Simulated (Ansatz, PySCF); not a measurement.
Gas-phase reaction in SMILES: O=c1[c]c1 -> O=c1[c-]c1 (an electron is taken up)
Each molecule is optimised on its own at B3LYP-D3(BJ)/def2-TZVP (Ansatz, a quantum-chemistry and plane-wave program).

Property: adiabatic electron affinity (0 K, with B3LYP-D3(BJ) harmonic zero-point energies from PySCF), positive where the reaction releases energy, in eV. Correlated levels leave the core frozen unless marked. UHF or UKS for open shells. No spin-orbit coupling. No relativistic terms. Anions need diffuse functions: aug- sets have them; def2-D sets add few; the other sets have none. Basis-set limits of correlation are two-point, X^-3; Hartree-Fock from the larger set. The bracket is a focal-point correction in the basis named.

```json
[
 {"level": "PBE-D4/def2-TZVPD", "program": "Ansatz + dftd4", "adiabatic electron affinity (eV)": "1.77"},
 {"level": "TPSS/def2-TZVPD", "program": "PySCF", "adiabatic electron affinity (eV)": "1.69"}
]
```

Q: Predict the RI-MP2/CBS(aug-cc-pVTZ,aug-cc-pVQZ)+[CCSD(T)-MP2]/aug-cc-pVDZ result (Ansatz).

A: 2.06 eV, so TPSS/def2-TZVPD differs from it by -0.37 eV.
